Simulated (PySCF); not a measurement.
# Computed records: B2H4NSi

All values are calculated (PySCF 2.14.0). Calculation on a computer-drawn molecule: the log of a Hartree-Fock and frozen-core CCSD(T) single point meant for a local Hartree-Fock minimum, with one planted fault or none, to be diagnosed. Offsets are logged minus clean, where the clean run is the same molecule without the fault. The reference is restricted for singlets and unrestricted otherwise, and also for a bond in bohr or an excited solution. Adding or removing an electron swaps singlet and doublet. The excited solution moves the top pair (singlet) or top alpha electron (doublet) to the lowest empty orbital. Highest occupied and lowest empty are orbital energies over both spins, largest force is the largest gradient component, triples share is (T) over the correlation energy, the T1 limit is 0.02 restricted and 0.045 unrestricted, electrons count all cores, a negative frequency is imaginary (commonest isotopes), and the dipole is about the centre of nuclear charge.

Common to all runs: meant charge 1; meant multiplicity 1; meant basis cc-pV(D+d)Z; logged electrons 34; logged basis functions 85; logged SCF converged yes; logged CC converged yes; logged SCF stable within its kind yes; possible faults no fault, one electron removed, one electron added, multiplicity raised by two, geometry at a saddle point, SCF held on an excited solution, minimal basis STO-3G, one bond length entered in bohr, all coordinates scaled.

(1) B2H4NSi

Logged structure:
```xyz
8
B2H4NSi
B      2.3050    -0.0491     0.0000
N      0.8584    -0.0183     0.0000
B     -0.3665     0.0083     0.0000
Si    -2.3390     0.0499     0.0000
H      2.8891     0.9886     0.0000
H      2.8440    -1.1109     0.0000
H     -3.1217    -1.1849     0.0000
H     -3.0693     1.3165     0.0000
```

| Property | Result |
| --- | --- |
| logged spin squared | 0 |
| logged highest occupied | -15.287 eV |
| logged lowest empty | -6.8161 eV |
| logged largest force | 4.817e-05 hartree/bohr |
| logged lowest frequency | -225.78 cm⁻¹ |
| logged T1 diagnostic | 0.019484 |
| logged D1 diagnostic | 0.064136 |
| logged triples share | 0.03681 |
| logged dipole magnitude | 7.2888 debye |
| logged energy HF | -394.79857 hartree |
| logged energy CCSD(T) | -395.24909 hartree |
| planted fault | geometry at a saddle point |
| HF energy offset from clean run | 2.755 kcal/mol |
| CCSD(T) energy offset from clean run | 4.339 kcal/mol |

Drawn bonds:
| atom | other atom | order |
| --- | --- | --- |
| 1 | 2 | 1 |
| 2 | 3 | 2 |
| 3 | 4 | 1 |
| 1 | 5 | 1 |
| 1 | 6 | 1 |
| 4 | 7 | 1 |
| 4 | 8 | 1 |

(2) B2H4NSi

Logged structure:
```xyz
8
B2H4NSi
B     -0.7536     0.5677    -0.3324
N     -0.4080    -0.2966    -1.4254
B     -0.1123    -1.0373    -2.3627
Si     0.7755    -3.2597    -5.1754
H     -0.8351     1.7367    -0.5467
H     -0.9419     0.0732     0.7350
H     -0.2609    -3.8473    -6.0223
H      2.1722    -3.5740    -5.4702
```

| Quantity | Value |
| --- | --- |
| logged spin squared | 1.0381 |
| logged highest occupied | -13.774 eV |
| logged lowest empty | -7.0346 eV |
| logged largest force | 0.012368 hartree/bohr |
| logged T1 diagnostic | 0.033526 |
| logged D1 diagnostic | 0.12146 |
| logged triples share | 0.03523 |
| logged dipole magnitude | 12.921 debye |
| logged energy HF | -394.6822 hartree |
| logged energy CCSD(T) | -395.10114 hartree |
| planted fault | one bond length entered in bohr, row 3 of the drawn bonds |
| HF energy offset from clean run | 75.78 kcal/mol |
| CCSD(T) energy offset from clean run | 97.18 kcal/mol |

Drawn bonds:
| atom | other atom | order |
| --- | --- | --- |
| 1 | 2 | 1 |
| 2 | 3 | 2 |
| 3 | 4 | 1 |
| 1 | 5 | 1 |
| 1 | 6 | 1 |
| 4 | 7 | 1 |
| 4 | 8 | 1 |
